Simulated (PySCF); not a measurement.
**Levels of Bi⁶⁴⁺ from EOM-EA-GCCSD**

Reference: closed-shell Bi⁶⁵⁺, [Ar]; one electron is added. Calculated with PySCF 2.14, two-component X2C-1e with screened spin-orbit coupling, an even-tempered Gaussian basis (17 s from 7.7 bohr⁻², ratio 2.6; 14 p from 10 bohr⁻², ratio 2.6; 5 d from 10 bohr⁻², ratio 2.8; 3 f from 150 bohr⁻², ratio 2.8); frozen [Ne]; the 58 highest virtual spinors dropped; of the others 54 kept and the rest restored at second order. No Breit or QED terms. Binding energies in eV.

```
level  Koopmans
3d3/2    7129.5
3d5/2    7000.1
```

How does correlation move these levels?

3d3/2: second order 7130.8, EOM-CCSD 7130.6; 3d5/2: second order 7001.1, EOM-CCSD 7000.9.

For comparison, the ionisation energy of Bi⁶⁴⁺ is 7137 ± 24 eV (theoretical estimate listed by NIST; NIST Atomic Spectra Database, ionization energies).

Only part of the computed levels is shown.
